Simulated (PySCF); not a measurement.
Molecule: C5H7BO, SMILES BCc1ccco1, singlet. Atoms near the plane z = 1.5 Å, at the GFN2-xTB optimised geometry (x, y, z in Å): C2 (-1.4, -1.7, 0.0), C3 (-0.4, -0.6, 0.0), C4 (1.0, -0.6, 0.0), C5 (1.4, 0.8, 0.0), C6 (0.2, 1.5, 0.0), O7 (-0.9, 0.7, 0.0), H10 (-2.4, -1.4, 0.3), H11 (-1.0, -2.5, 0.6), H12 (1.6, -1.5, 0.0), H13 (2.4, 1.1, 0.0), H14 (0.0, 2.5, 0.0).

Method: CAM-B3LYP/def2-TZVP (PySCF 2.14.0). The values are rescaled to run from 0 to 1.

```
|                         |
|                         |
|                         |
|                         |
|           :::.          |
|          :=+=-:.        |
|         .=+***=-:       |
|        .-+#%%#*+=-.     |
|       .-+*#%@@%#*+-.    |
|       :+*#%%@@@%#*=.    |
|       -*#%#%%@@@#*=.    |
|      .-+#%##%@@%#+-.    |
|      :-+##%%%@@%#=:     |
|    .-=++#%%@@@@%*=.     |
|    -+*###%@@@@%#*-.     |
|   .-*#%%%%%%%%%#+-      |
|    -*#%@@%#****+=:      |
|    :+*%@@@#+====:.      |
|    .-+#%@@%+-::.        |
|     .-+#%%#=.           |
|      .-+**+-            |
|       .:--:             |
|                         |
|                         |
|                         |
```
Scale: ten equal steps from 0.000 (start of ' ') to 1.00 (end of '@'), in the order ' .:-=+*#%@'; x runs from -5.00 to 5.00, y from -5.00 (bottom) to 5.00 (top).

Question: Which quantity is mapped?
A) an orbital amplitude
B) log10 of the electron density
C) electron localisation function
D) electrostatic potential

Answer: B, log10 of the electron density. In full: log10 of the electron density (e/bohr³), floored at −4.
